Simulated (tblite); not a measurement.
Compound: C3H8N2SSi.
SMILES with atom numbers: `[CH3:1][NH:2][Si@H:3]([C:4]#[N:5])[S:6][CH3:7]` (hydrogens: H8, H9, H10 on C1; H11 on N2; H12 on Si3; H13, H14, H15 on C7)

Structure optimised with GFN2-xTB, isolated species.

**Question.** List the bond lengths, angles and torsions at this level.

**Answer.** 
```csv
bond,length (pm)
C1–N2,144.8
N2–Si3,171.2
Si3–C4,187.1
C4≡N5,114.5
Si3–S6,214.6
S6–C7,182.2
"C1–H8, C1–H9, C1–H10",109.1
N2–H11,101.1
Si3–H12,145.9
"C7–H13, C7–H14, C7–H15",108.5
```

Bonds in one row agree within 1 pm and their mean is given. A selection of angles:
```csv
angle,degrees
N2–C1–H8,112.2
N2–C1–H9,108.8
H8–C1–H9,108.3
H8–C1–H10,108.8
C1–N2–Si3,123.8
C1–N2–H11,112.0
Si3–N2–H11,117.8
N2–Si3–C4,103.9
N2–Si3–S6,107.8
N2–Si3–H12,121.7
C4–Si3–S6,108.9
C4–Si3–H12,108.0
S6–Si3–H12,106.0
Si3–C4–N5,178.5
Si3–S6–C7,100.6
S6–C7–H13,109.4
S6–C7–H15,106.6
H13–C7–H14,110.6
H13–C7–H15,110.2
```

Dihedral angles: C1–N2–Si3–C4 -56° (synclinal); N2–Si3–S6–C7 67° (synclinal).

N2 (silicon-bound nitrogen) has angles 123.8°, 117.8° and 112.0°, sum 353.6°, 0.20 Å off the plane of its three neighbours. Of the pairs four or more bonds apart, C4···H9 is among the closest relative to their van der Waals radii: 2.79 Å, 96 % of the sum of Bondi's values. Si3 (SiH silicon) is distorted tetrahedral (angles from 103.9° to 121.7°). The 2 C–N bonds span 1.145 Å (C4≡N5, drawn triple) to 1.448 Å (C1–N2, drawn single), a spread of 0.303 Å.

Point group: C1 (no symmetry element, even within 0.4 Å). Its GFN2-xTB frequencies are all real (lowest 40 cm⁻¹). The numbers are those of one conformer.

The numbers are calculated, not measured.
